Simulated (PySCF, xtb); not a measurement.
B₂H₆O₄Si, SMILES OB(O)[SiH2]B(O)O. Other conformers were not sampled.

Harmonic wavenumbers (cm⁻¹) from GFN2-xTB (xtb) at its own minimum, in rising order: 20, 63, 106, 209, 234, 260, 328, 366, 380, 516, 553, 576, 579, 626, 646, 661, 688, 696, 848, 949, 961, 969, 1017, 1196, 1223, 1231, 1270, 2099, 2114, 3549, 3554, 3566, 3667.

Task: What does PySCF with PBE-D3(BJ)/def2-SVP give at its own minimum? (An estimate is asked for; the answer gives what the named calculation found.)

Result: 27, 77, 153, 224, 237, 293, 355, 374, 405, 524, 541, 559, 566, 595, 629, 693, 703, 739, 883, 961, 994, 997, 1122, 1243, 1283, 1362, 1415, 2117, 2128, 3522, 3659, 3663, 3761. Paired by order, the mean absolute difference is 40 cm⁻¹ and the zero-point energies are 51.1 and 52.6 kcal/mol.
